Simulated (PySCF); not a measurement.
A GIAO shielding run with PySCF 2.14 (density fitting, non-relativistic, gas phase) on `[SiH3]C[C@H]1CC=CCO1`, C₆H₁₂OSi:

```
$ OMP_NUM_THREADS=1 python probes_run.py task.json out

{"job": {"kind": "nmr", "xc": "PBE0", "basis": "pcSseg-1"}, "charge": 0, "multiplicity": 1}
Si     2.523617    -0.042003     1.108703
C      1.707617    -0.226010    -0.603261
C      0.262084     0.208448    -0.450642
C     -0.702970    -0.393302    -1.475071
C     -2.118216    -0.151880    -1.045568
C     -2.416152     0.178292     0.200128
C     -1.359261     0.327439     1.254346
O     -0.112681    -0.187820     0.859085
H      2.138262    -1.121507     2.008913
H      2.215668     1.274798     1.667552
H      3.976459    -0.110091     0.884340
H      1.747018    -1.267981    -0.919642
H      2.201284     0.365174    -1.372146
H      0.199835     1.308771    -0.513226
H     -0.526986    -1.471453    -1.548917
H     -0.521068     0.041831    -2.460097
H     -2.887252    -0.268362    -1.795621
H     -3.429607     0.368068     0.519749
H     -1.263908     1.397394     1.518097
H     -1.638893    -0.219128     2.160244
```

Hardware: 1 thread of an Arm Neoverse V2, shared host. The job also computes population analyses, field gradients, ring-centre shieldings.

Problem. How large is the calculation?

Solution. 70 electrons, 203 basis functions and 1072 auxiliary functions.

Problem. How long does it take, and how much memory does it need?

Solution. 35 s of wall time, with 13 SCF cycles and 4 response iterations; peak memory 0.92 GiB. Times on a shared host scatter by some tens of per cent.
